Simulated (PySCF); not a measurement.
## Radial density of Ti⁺ (titanium, charge +1)

UHF, [Ar] 3d3, high-spin 4F determinant (an excited configuration). Calculation: PySCF 2.14, in def2-TZVPPD (6s6p4d2f1g, 67 functions); no relativity, point nucleus.

```json
{"r (bohr)": "0.000985", "4πr²ρ (e/bohr)": "0.08303", "4πr²(ρα − ρβ)": "0.0000"}
{"r (bohr)": "0.00166", "4πr²ρ (e/bohr)": "0.2288", "4πr²(ρα − ρβ)": "0.0000"}
{"r (bohr)": "0.00279", "4πr²ρ (e/bohr)": "0.6144", "4πr²(ρα − ρβ)": "0.0000"}
{"r (bohr)": "0.00469", "4πr²ρ (e/bohr)": "1.601", "4πr²(ρα − ρβ)": "-0.0001"}
{"r (bohr)": "0.00788", "4πr²ρ (e/bohr)": "3.933", "4πr²(ρα − ρβ)": "-0.0003"}
{"r (bohr)": "0.0133", "4πr²ρ (e/bohr)": "8.799", "4πr²(ρα − ρβ)": "-0.0007"}
{"r (bohr)": "0.0223", "4πr²ρ (e/bohr)": "16.77", "4πr²(ρα − ρβ)": "-0.0012"}
{"r (bohr)": "0.0375", "4πr²ρ (e/bohr)": "24.65", "4πr²(ρα − ρβ)": "-0.0017"}
{"r (bohr)": "0.0631", "4πr²ρ (e/bohr)": "24.65", "4πr²(ρα − ρβ)": "-0.0023"}
{"r (bohr)": "0.106", "4πr²ρ (e/bohr)": "19.39", "4πr²(ρα − ρβ)": "-0.0036"}
{"r (bohr)": "0.178", "4πr²ρ (e/bohr)": "25.41", "4πr²(ρα − ρβ)": "0.0182"}
{"r (bohr)": "0.300", "4πr²ρ (e/bohr)": "23.87", "4πr²(ρα − ρβ)": "0.1989"}
{"r (bohr)": "0.505", "4πr²ρ (e/bohr)": "8.600", "4πr²(ρα − ρβ)": "0.8037"}
{"r (bohr)": "0.849", "4πr²ρ (e/bohr)": "10.40", "4πr²(ρα − ρβ)": "1.5992"}
{"r (bohr)": "1.43", "4πr²ρ (e/bohr)": "5.598", "4πr²(ρα − ρβ)": "1.5107"}
{"r (bohr)": "2.40", "4πr²ρ (e/bohr)": "0.8874", "4πr²(ρα − ρβ)": "0.6120"}
{"r (bohr)": "4.04", "4πr²ρ (e/bohr)": "0.08823", "4πr²(ρα − ρβ)": "0.0871"}
{"r (bohr)": "6.80", "4πr²ρ (e/bohr)": "0.001017", "4πr²(ρα − ρβ)": "0.0010"}
```

(1) Where is the radial spin density 4πr²(ρα − ρβ) most negative, and why is it negative at all?

Answers

(1) Around r = 0.106 bohr, down to -0.0036 e/bohr: exchange with the open shell polarises the paired shells in an unrestricted calculation.
